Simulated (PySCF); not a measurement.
**Dipole moment and polarisability of `CO[C@@H]1CC[C@H](CF)CO1`**

Compound: C₇H₁₃FO₂.
Atom-mapped SMILES: `[CH3:1][O:2][C@@H:3]1[CH2:4][CH2:5][C@H:6]([CH2:7][F:8])[CH2:9][O:10]1` (hydrogens: H11, H12, H13 on C1; H14 on C3; H15, H16 on C4; H17, H18 on C5; H19 on C6; H20, H21 on C7; H22, H23 on C9)

Cartesian coordinates in Å at the PBE0-D3(BJ)/def2-SVP level; atoms count from 1:
```xyz
23
C7H13FO2 angstrom
C     -2.764    1.033    0.564
O     -1.895   -0.062    0.479
C     -1.256   -0.190   -0.753
C     -0.463   -1.486   -0.729
C      0.718   -1.380    0.226
C      1.545   -0.139   -0.101
C      2.674    0.048    0.887
F      3.406    1.171    0.583
C      0.637    1.083   -0.144
O     -0.440    0.914   -1.039
H     -2.240    1.989    0.393
H     -3.584    0.956   -0.175
H     -3.198    1.034    1.573
H     -2.003   -0.195   -1.570
H     -1.136   -2.308   -0.444
H     -0.109   -1.684   -1.754
H      1.338   -2.289    0.178
H      0.336   -1.302    1.258
H      1.988   -0.263   -1.106
H      3.350   -0.825    0.876
H      2.276    0.162    1.912
H      1.192    1.966   -0.488
H      0.261    1.293    0.877
```

Level: PBE0/def2-SVPD (PySCF), static field, nuclei fixed, core orbitals frozen in the response. The polarisability tensor in these axes (au):

```
x   101.97  -1.53   2.72
y    -1.53  88.27   2.51
z     2.72   2.51  82.45
```

Q: Diagonalise the tensor; give its mean and Δα, where Δα² is half the sum of the squared differences of the eigenvalues.

A: Principal values 81.06, 89.18 and 102.45 au; mean 90.90 au = 13.47 Å³ = 14.99 × 10⁻⁴⁰ C²·m²/J; Δα = 18.70 au (21 % of the mean).

Q: What is the dipole moment, and where does it point?

A: (-1.04, -1.56, 0.40) D, 1.91 D in size, pointing from the negative to the positive side. Measured along this direction, the outermost atoms are F8 at the negative end and H15 at the positive end.

Q: Give the principal axes and the span of the nuclei along them.

A: Largest value along (0.99, -0.09, 0.12), where the nuclei span 7.14 Å; middle along (0.04, 0.93, 0.36), 4.27 Å; least along (-0.15, -0.35, 0.92), 2.89 Å. The response follows the extents in order.

Q: Rayleigh depolarisation ratio (linearly polarised light, static tensor)?

A: ρ = 3Δα²/(45ᾱ² + 4Δα²) = 1048.9/(371795 + 1398.5) = 0.00281.

Q: Traceless (Buckingham) quadrupole moment about the centre of nuclear charge: eigenvalues?

A: -9.82, 0.89, 8.94 D·Å. The values depend on the origin, since the dipole doesn't vanish. The electronic extent ⟨r²⟩ about the same centre is 1692 bohr², a root-mean-square distance of 2.43 Å for the 80 electrons.

Q: Orientational against electronic polarisability at 400 K (dilute gas, rigid molecules)?

A: In Gaussian units μ²/3kT = 22.10 Å³ against 13.47 Å³, a ratio of 1.64; the Debye molar polarisation (4π/3)N_A(α + μ²/3kT) is 89.7 cm³/mol, leaving out the vibrational part.

Geometry: PBE0-D3(BJ)/def2-SVP, one conformer, isolated molecule.
